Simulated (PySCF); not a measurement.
Cd(Cl)(OH) (CdClHO), SMILES [OH][Cd][Cl]. Heavy atoms are numbered as in [Cd:1]([Cl:2])[OH:3]. Hydrogens are named by the atom that carries them.

Geometry: B3LYP-D3(BJ)/def2-TZVP. The def2 effective core potentials stand for the cores of Cd; spin–orbit coupling is left out. One conformer was computed; it need not be the lowest.

The numbers are results of ωB97X/def2-TZVPD (PySCF), not measurements.

Mulliken values depend strongly on the basis, most of all with diffuse functions as here. ESP charges are fitted to the potential on shells at 1.4 to 2.0 van der Waals radii. Atomic charges (e), one atom of each kind:

```csv
atom,ESP fit,Mulliken
Cd1,?,0.90
Cl2,?,-0.44
O3 (OH),?,-0.76
H on O3,?,0.30
```

Problem. Complete the blanks. (An estimate is asked for; the answer gives what the named calculation found.)

Solution. 
- Cd1, ESP fit: 0.81
- Cl2, ESP fit: -0.41
- O3 (OH), ESP fit: -0.70
- H on O3, ESP fit: 0.30
